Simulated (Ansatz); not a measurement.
Ansatz (a quantum-chemistry and plane-wave program) input:

Ansatz 0.2 input:
```yaml
crystal:
  periodic: [false, false, false]
  atoms:
    - {symbol: C, position_ang: [-2.72378028, -0.33935948, -0.31739054]}
    - {symbol: C, position_ang: [-1.26585241, -0.49221058, -0.73788584]}
    - {symbol: C, position_ang: [-0.36522548, 0.59070133, -0.10767951]}
    - {symbol: C, position_ang: [1.04534882, 0.47192152, -0.53733746]}
    - {symbol: C, position_ang: [2.09507718, 0.06303166, 0.33475433]}
    - {symbol: O, position_ang: [1.92864998, -0.21305796, 1.52481998]}
    - {symbol: H, position_ang: [-2.82746065, -0.40735749, 0.76752068]}
    - {symbol: H, position_ang: [-3.34457610, -1.11873084, -0.76235467]}
    - {symbol: H, position_ang: [-3.12465080, 0.62758430, -0.63007032]}
    - {symbol: H, position_ang: [-0.89217291, -1.47482338, -0.44019000]}
    - {symbol: H, position_ang: [-1.18451963, -0.44336704, -1.82757454]}
    - {symbol: H, position_ang: [-0.41812263, 0.52390354, 0.97959673]}
    - {symbol: H, position_ang: [-0.75309292, 1.57236856, -0.40561140]}
    - {symbol: H, position_ang: [1.29869697, 0.66435738, -1.57531221]}
    - {symbol: H, position_ang: [3.10329192, -0.00397828, -0.11132979]}
basis:
  gaussian:
    orbitals: def2-TZVP
hamiltonian:
  xc: b3lyp
  dispersion: d3bj
magnetization: {spin_polarized: true, initial_magnetization: 1}
phonons: {temperatures: {t_min: 298.15, t_max: 298.15, t_step: 100}}
```

Problem. Which total energy does the run end on?

Solution. -271.25276 Eh (B3LYP-D3(BJ)/def2-TZVP). The basis has 240 functions.

It need not be the lowest isomer of its formula.
